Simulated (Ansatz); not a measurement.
Saddle point of BNH₃Cl₃, singlet (BCl₃ ([Cl][B]([Cl])[Cl]) + NH₃ → BNH₂Cl₂ ([NH2][B]([Cl])[Cl]) + HCl; bonds formed: Cl2–H5; dative contacts that become bonds: B1–N6; bonds broken: B1–Cl2, H5–N6), PBE0-D4/def2-TZVP structure:

```tsv
atom	x (Å)	y (Å)	z (Å)
B1	-0.0833	0.2431	-0.7426
Cl2	2.0309	0.5631	0.7056
Cl3	0.4517	-0.7987	-2.0330
Cl4	-0.6340	1.8698	-1.0376
H5	0.6175	-0.1233	1.0040
N6	-0.4964	-0.4069	0.5493
H7	-0.6444	-1.4080	0.5032
H8	-1.2420	0.0607	1.0510
```

Energies are electronic, without zero-point energy. Barriers and step energies count from the start structure reached by relaxing down the imaginary mode; all methods use the PBE0-D4 structures, on which another method's saddle can fall below an end. Computed with Ansatz 0.2.0 (basis: def2-TZVPP, with def2-QZVPP for the basis limit); correlated methods freeze the cores. B3LYP uses VWN-RPA correlation. Extrapolation: Hartree–Fock as exp(−7.88 √X), correlation as X^−2.97.

```json
{"method": "SPW92", "barrier (kJ/mol)": "108.2", "step energy (kJ/mol)": "68.6"}
{"method": "PBE-D4", "barrier (kJ/mol)": "112.0", "step energy (kJ/mol)": "49.0"}
{"method": "BLYP-D4", "barrier (kJ/mol)": "?", "step energy (kJ/mol)": "32.3"}
{"method": "r2SCAN-D4", "barrier (kJ/mol)": "?", "step energy (kJ/mol)": "51.9"}
{"method": "B97M-V", "barrier (kJ/mol)": "130.4", "step energy (kJ/mol)": "45.6"}
{"method": "PBE0-D4", "barrier (kJ/mol)": "128.8", "step energy (kJ/mol)": "56.9"}
{"method": "B3LYP-D4", "barrier (kJ/mol)": "?", "step energy (kJ/mol)": "39.2"}
{"method": "r2SCAN0-D4", "barrier (kJ/mol)": "132.2", "step energy (kJ/mol)": "57.7"}
{"method": "BHLYP-D4", "barrier (kJ/mol)": "139.1", "step energy (kJ/mol)": "46.8"}
{"method": "CAM-B3LYP-D4", "barrier (kJ/mol)": "130.3", "step energy (kJ/mol)": "43.1"}
{"method": "wB97X-V", "barrier (kJ/mol)": "140.3", "step energy (kJ/mol)": "55.9"}
{"method": "wB97M-V", "barrier (kJ/mol)": "136.3", "step energy (kJ/mol)": "54.1"}
{"method": "B2PLYP", "barrier (kJ/mol)": "129.6", "step energy (kJ/mol)": "40.8"}
{"method": "PBE-QIDH", "barrier (kJ/mol)": "141.6", "step energy (kJ/mol)": "62.1"}
{"method": "RPA on PBE", "barrier (kJ/mol)": "138.9", "step energy (kJ/mol)": "44.7"}
{"method": "HF", "barrier (kJ/mol)": "155.6", "step energy (kJ/mol)": "29.8"}
{"method": "MP2", "barrier (kJ/mol)": "141.8", "step energy (kJ/mol)": "58.8"}
{"method": "CCSD", "barrier (kJ/mol)": "146.0", "step energy (kJ/mol)": "47.1"}
{"method": "CCSD(T)", "barrier (kJ/mol)": "141.0", "step energy (kJ/mol)": "49.7"}
```

Problem. Fill in the withheld barriers. (To be estimated.)

Solution. By the calculation: B3LYP-D4 121.5; BLYP-D4 108.0; r2SCAN-D4 120.0 kJ/mol. Each is the energy of the saddle less that of the start structure, by the same method.

For comparison, the barrier by CCSD(T) at an estimated basis limit (MP2 extrapolated from triple and quadruple zeta, plus CCSD(T) − MP2 in triple zeta) is 142.0 kJ/mol.

No T1 diagnostic of these runs exceeds 0.012.

The step is the kind of exchange with an N–H group that builds nitride films in atomic layer and chemical vapour deposition.

Labels in which every atom is bracketed show which atoms are joined, not bond orders.

For scale, one of the runs: CCSD(T)/def2-TZVPP, 230 basis functions, launched by `ansatz run in.yaml --threads 4 --pin off --events-out ev --progress --plain --max-ram 9574MiB`. The run took 110 s on 4 CPU threads of an Arm Neoverse V1 (shared host), with 3.7 GiB of host memory at its peak.
